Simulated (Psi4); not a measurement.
CH₂N, charge +1, singlet, geometry from GFN2-xTB; Psi4 with B3LYP/cc-pVTZ.

Input for Psi4:
```
memory 2 GB

molecule mol {
1 1
  C    -0.000000   -0.000000   -0.600338
  N     0.000000    0.000000    0.532669
  H    -0.000000   -0.000000   -1.674892
  H     0.000000    0.000000    1.548235
}

set basis cc-pvtz
set reference rks

energy('b3lyp')
print_variables()
```

Problem. Write the output that Psi4 gives for this input, abridged.

Solution. 
```
   => Loading Basis Set <=

    Name: CC-PVTZ
    Role: ORBITAL
    Keyword: BASIS

         ---------------------------------------------------------
                                   SCF
               by Justin Turney, Rob Parrish, Andy Simmonett
                          and Daniel G. A. Smith
                              RKS Reference
         ---------------------------------------------------------

  ==> Geometry <==

    Molecular point group: c2v
    Full point group: C_inf_v

    Geometry (in Angstrom), charge = 1, multiplicity = 1:

       Center              X                  Y                   Z               Mass
    ------------   -----------------  -----------------  -----------------  -----------------
         C            0.000000000000     0.000000000000    -0.604881366480    12.000000000000
         N            0.000000000000     0.000000000000     0.528125633520    14.003074004430
         H            0.000000000000     0.000000000000    -1.679435366480     1.007825032230
         H            0.000000000000     0.000000000000     1.543691633520     1.007825032230

  Running in c2v symmetry.

  Rotational constants: A = ************  B =      1.24498  C =      1.24498 [cm^-1]
  Rotational constants: A = ************  B =  37323.58588  C =  37323.58588 [MHz]
  Nuclear repulsion =   29.538484874313607

  Charge       = 1
  Multiplicity = 1
  Electrons    = 14
  Nalpha       = 7
  Nbeta        = 7

  ==> Algorithm <==

  SCF Algorithm Type is DF.
  DIIS enabled.
  MOM disabled.
  Fractional occupation disabled.
  Guess Type is SAD.
  Energy threshold   = 1.00e-06
  Density threshold  = 1.00e-06
  Integral threshold = 1.00e-12

  ==> Primary Basis <==

  Basis Set: CC-PVTZ
    Blend: CC-PVTZ
    Number of shells: 32
    Number of basis functions: 88
    Number of Cartesian functions: 100
    Spherical Harmonics?: true
    Max angular momentum: 3

  ==> DFT Potential <==

   => LibXC <=

    Version 7.1.2
    S. Lehtola, C. Steigemann, M. J. T. Oliveira, and M. A. L. Marques,  SoftwareX 7, 1–5 (2018) (10.1016/j.softx.2017.11.002)

   => Composite Functional: B3LYP <=

    B3LYP Hyb-GGA Exchange-Correlation Functional

    P. J. Stephens, F. J. Devlin, C. F. Chabalowski, and M. J. Frisch,  J. Phys. Chem. 98, 11623 (1994) (10.1021/j100096a001)

    Deriv               =              1
    GGA                 =           TRUE
    Meta                =          FALSE

    Exchange Hybrid     =           TRUE
    MP2 Hybrid          =          FALSE

   => Exchange Functionals <=

    0.0800   Slater exchange
    0.7200         Becke 88

   => Exact (HF) Exchange <=

    0.2000               HF

   => Correlation Functionals <=

    0.1900   Vosko, Wilk & Nusair (VWN5_RPA)
    0.8100   Lee, Yang & Parr

   => LibXC Density Thresholds  <==

    XC_HYB_GGA_XC_B3LYP:  1.00E-15

   => Molecular Quadrature <=

    Radial Scheme          =       TREUTLER
    Pruning Scheme         =           NONE
    Nuclear Scheme         =       TREUTLER

    Blocking Scheme        =         OCTREE
    BS radius alpha        =              1
    Pruning alpha          =              1
    Radial Points          =             75
    Spherical Points       =            302
    Total Points           =          87340
    Total Blocks           =            695
    Max Points             =            256
    Max Functions          =             88
    Weights Tolerance      =       1.00E-15

   => Loading Basis Set <=

    Name: (CC-PVTZ AUX)
    Role: JKFIT
    Keyword: DF_BASIS_SCF

  ==> Integral Setup <==

  SCF_SUBTYPE=INCORE selected. In-core MEM_DF algorithm will be used.
  Using in-core AOs.

  ==> MemDFJK: Density-Fitted J/K Matrices <==

    J tasked:                   Yes
    K tasked:                   Yes
    wK tasked:                   No
    Algorithm:                 Core
    Schwarz Cutoff:           1E-12
    Mask sparsity (%):       0.0000
    Fitting Condition:        1E-10

   => Auxiliary Basis Set <=

  Basis Set: (CC-PVTZ AUX)
    Blend: CC-PVTZ-JKFIT
    Number of shells: 70
    Number of basis functions: 218
    Number of Cartesian functions: 262
    Spherical Harmonics?: true
    Max angular momentum: 4

  Minimum eigenvalue in the overlap matrix is 6.2183564613E-04.
  Reciprocal condition number of the overlap matrix is 1.2101497350E-04.
    Using symmetric orthogonalization.

  ==> Pre-Iterations <==

  SCF Guess: Superposition of Atomic Densities via on-the-fly atomic UHF (no occupation information).

   -------------------------
    Irrep   Nso     Nmo
   -------------------------
     A1        40      40
     A2         8       8
     B1        20      20
     B2        20      20
   -------------------------
    Total      88      88
   -------------------------

  ==> Iterations <==

                           Total Energy        Delta E     RMS |[F,P]|

   @DF-RKS iter SAD:   -93.59519319538795   -9.35952e+01   0.00000e+00
   @DF-RKS iter   1:   -93.66103567998211   -6.58425e-02   9.72606e-03 ADIIS/DIIS
   @DF-RKS iter   2:   -93.55239523898700    1.08640e-01   1.35156e-02 ADIIS/DIIS
   @DF-RKS iter   3:   -93.71991816682272   -1.67523e-01   4.49956e-03 ADIIS/DIIS
   @DF-RKS iter   4:   -93.74268576660640   -2.27676e-02   4.62932e-04 ADIIS/DIIS
   @DF-RKS iter   5:   -93.74292048752740   -2.34721e-04   5.15723e-05 DIIS
   @DF-RKS iter   6:   -93.74292370812279   -3.22060e-06   4.04027e-06 DIIS
   @DF-RKS iter   7:   -93.74292372269544   -1.45726e-08   5.16956e-07 DIIS
  Energy and wave function converged.

  ==> Post-Iterations <==

   Electrons on quadrature grid:
      Ntotal   =   13.9999998817 ; deviation = -1.183e-07

    Orbital Energies [Eh]
    ---------------------

    Doubly Occupied:

[...]
       1B2    -0.711202

    Virtual:

[...]
    Final Occupation by Irrep:
             A1    A2    B1    B2
    DOCC [     5,    0,    1,    1 ]
    NA   [     5,    0,    1,    1 ]
    NB   [     5,    0,    1,    1 ]

  @DF-RKS Final Energy:   -93.74292372269544

   => Energetics <=

    Nuclear Repulsion Energy =             29.5384848743136068
    One-Electron Energy =                -179.4527357747313658
    Two-Electron Energy =                  66.4561731060573777
    DFT Exchange-Correlation Energy =     -10.2848459283350557
    Empirical Dispersion Energy =           0.0000000000000000
    VV10 Nonlocal Energy =                  0.0000000000000000
    Total Energy =                        -93.7429237226954370

Computation Completed

Properties will be evaluated at   0.000000,   0.000000,   0.000000 [a0]

Properties computed using the SCF density matrix

 Multipole Moments:

 ------------------------------------------------------------------------------------
     Multipole            Electronic (a.u.)      Nuclear  (a.u.)        Total (a.u.)
 ------------------------------------------------------------------------------------

 L = 1.  Multiply by 2.5417464519 to convert [e a0] to [Debye]
 Dipole X            :          0.0000000            0.0000000            0.0000000
 Dipole Y            :          0.0000000            0.0000000            0.0000000
 Dipole Z            :         -0.0101447           -0.1287896           -0.1389342
 Magnitude           :                                                    0.1389342

 ------------------------------------------------------------------------------------

  Variable Map:
  ----------------------------------------------------------------------------
[...]
  Array Variable Map:
  ----------------------------------------------------------------------------
[...]
[...]
```
